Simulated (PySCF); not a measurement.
A structure optimised at B3LYP-D3(BJ)/def2-SVP, used in a PySCF frequency run:

```
Ti
Cl 1 2.1666
Cl 1 2.1666 2 109.96
Cl 1 2.1666 2 109.96 3 121.22
I 1 2.5501 2 108.98 3 -119.39
```

Problem. Write its SMILES, formula and point group.

Solution. [Cl][Ti]([Cl])([Cl])[I], Cl3ITi, C3v

Problem. What are its rotational constants (standard atomic weights)?

Solution. 1.1321, 0.57347, 0.57347 GHz
